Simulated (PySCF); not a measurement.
C₃H₁₀O₂Si, SMILES CCO[Si@@H](C)O.

The structure is a stationary point at PBE0-D3(BJ)/def2-SVP. The structure was generated by enumeration; whether it is a known compound was not checked. The values are those of a single conformer.

Calculation: TDA-PBE/def2-SVPD (PySCF).

Vertical excitations. The molecule is in vacuum.

Computed excitation energies, oscillator strengths and character:
```csv
state,energy (eV),λ (nm),f,main pairs
S1,6.11,203,0.003,HOMO→LUMO 100 %
S2,6.52,190,0.007,HOMO→LUMO+1 99 %
S3,6.80,182,0.016,HOMO→LUMO+2 95 %
S4,6.98,178,0.017,HOMO−1→LUMO 94 %
S5,7.09,175,0.003,HOMO−2→LUMO 98 %
S6,7.27,171,0.007,HOMO→LUMO+3 89 %
T1,6.02,206,0,HOMO→LUMO 100 %
T2,6.38,194,0,HOMO→LUMO+1 99 %
```
Triplets are in the Tamm–Dancoff approximation.
